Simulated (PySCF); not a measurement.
ZrO from Hartree–Fock to correlated methods

State: ³Δ (triplet), unpaired electrons σ ↑, δ ↑. Set-up: basis Zr def2-TZVPP with ECP28, O def2-TZVPP; scalar-relativistic core potentials; PySCF 2.14. De refers to Zr (4d2 5s2) + O in their high-spin ground configurations, without counterpoise correction. The functionals are run spin-unrestricted. A positive dipole means Zr(−)O(+). Levels whose curve was spin-contaminated or gave no clean fit are not listed.

| Level | Re (Å) | ωe (cm⁻¹) | De (eV) | μ (D) | CPU s a point (SCF and correlation, without the integrals) |
| --- | --- | --- | --- | --- | --- |
| UHF | 1.712 | 1008 | n/a | -4.38 | 1.4 |
| UHF-MP2 | 1.735 | 968 | n/a | n/a | 2.3 |
| UHF-CCSD | 1.726 | 978 | 7.10 | n/a | n/a |
| UHF-CCSD(T) | 1.740 | 940 | 7.52 | n/a | 120 |
| PBE | 1.737 | 939 | n/a | -3.80 | 2 |
| BLYP | 1.752 | 918 | n/a | -3.99 | 1.1 |
| r²SCAN | 1.731 | 961 | n/a | -3.96 | 3.7 |
| B3LYP | 1.733 | 958 | n/a | -4.15 | 2.7 |
| PBE0 | 1.718 | 983 | n/a | -3.98 | 2.9 |
| M06 | 1.711 | 979 | n/a | -3.87 | 4.6 |
| MN15 | 1.720 | 989 | n/a | -4.11 | 3.6 |
| ωB97X-V | 1.718 | 993 | n/a | -4.03 | 7.9 |

The bond length runs from 1.711 Å (M06) to 1.752 Å (BLYP).

Correlated steps freeze 1 core orbital. The measured ground state is X ¹Σ+ (Huber and Herzberg, Constants of Diatomic Molecules (1979)), not the state shown. De is left out where the level can put another filling of the metal’s s and d shells below the measured ground configuration, by anything from nothing to about 1 eV. Spin–orbit coupling is left out, which matters for elements this heavy, above all for dissociation energies. The state is the lowest single determinant that the PBE0 search found; with open d or f shells the true ground state can be another one.

The whole job (state search and all levels along the bond) took about 26 min on 1 thread of Arm Neoverse V1 (shared host), peak memory 3.4 GiB.
